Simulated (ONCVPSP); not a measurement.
Before and after: ONCV potential for C (Z = 6)

```json
{"Element": "C (Z = 6)", "Generator": "ONCVPSP 4.0.1", "Type": "optimised norm-conserving Vanderbilt (ONCV)", "Functional": "PBE", "Relativity": "non-relativistic", "Frozen core": "[He]", "Valence charge": "4", "Reference configuration": "2s2 2p2", "Partial waves": "2s: rc 1.25 bohr, ncon 3, nbas 7, qcut 5.8 1/bohr, 1 projector; 2p: rc 1.75 bohr, ncon 3, nbas 8, qcut 9 1/bohr, 2 projectors, debl 3.1 Ha; d scattering state at 0.31 Ha: rc 1.85 bohr, ncon 4, nbas 9, qcut 5.7 1/bohr, 2 projectors, debl 2.7 Ha", "Local potential": "polynomial inside 0.85 bohr (lpopt 5, dvloc0 0 Ha)", "Core correction": "Teter function fitted to the true core (icmod 2), fcfact 0.75"}
```

All-electron outer shells of the reference configuration (PBE, non-relativistic, ld1.x):

```json
{"shell": "1s", "level (eV)": "-273.26", "outermost node (bohr)": "–", "outermost maximum (bohr)": "0.17"}
{"shell": "2s", "level (eV)": "-13.74", "outermost node (bohr)": "0.38", "outermost maximum (bohr)": "1.22"}
{"shell": "2p", "level (eV)": "-5.29", "outermost node (bohr)": "–", "outermost maximum (bohr)": "1.20"}
```

Change: s: qcut 3.9; p: qcut 6; d: qcut 3.8.

Cutoffs: the cutoffs (Ha) at which the residual kinetic energy of the hardest occupied pseudo-wave falls to 1 and 0.1 mHa per electron; they do not see the model core or the augmentation charge, which bear on the density cutoff. Errors are all-electron minus pseudo energies relative to the spin-unpolarised reference configuration.

Question: Predict the effect on cutoff, ghosts and configuration errors.

Answer: The potential gets harder (20 Ha and 49 Ha → 55 Ha and 112 Ha); the lowest positive-energy flag moves from none to d at 25.0 eV; of the 4 tests that both files solve, the error grows in 3 and shrinks in 1 by more than 15 % and 0.3 meV (median size 106.1 → 209.5 meV); the range in which the d phases agree narrows (upper end at the end of the scan → 0.7); neither file shows a bound ghost.

| quantity | base | changed |
| --- | --- | --- |
| cutoff, loose | 20 Ha | 55 Ha |
| cutoff, tight | 49 Ha | 112 Ha |
| loose cutoff by channel | s 15 Ha, p 20 Ha | s 55 Ha, p 14 Ha |
| bound ghosts | none | none |
| GHOST(+) flags under 300 eV | none | d at 25.0 eV |
| error for 2s2 2p1, meV [ΔE 10.87 eV] | +20 | +41 |
| error for 2s2 2p0, meV [ΔE 35.02 eV] | +192 | +378 |
| error for 2s1 2p0, meV [ΔE 83.20 eV] | +367 | +661 |
| error for 2s1 2p3, meV [ΔE 8.46 eV] | +5.7 | +4.3 |
| s: phases at 1.27 bohr within 0.05 rad from the reference energy up to (Ha; the scan ends near 5) | 2.8 | 2.2 |
| p: phases at 1.78 bohr within 0.05 rad from the reference energy up to (Ha; the scan ends near 5) | to the end of the scan | to the end of the scan |
| d: phases at 1.88 bohr within 0.05 rad from the reference energy up to (Ha; the scan ends near 5) | to the end of the scan | 0.7 |
| rms error of d²Exc/dni dnj with the model core, mHa | 1.89 | 2.15 |
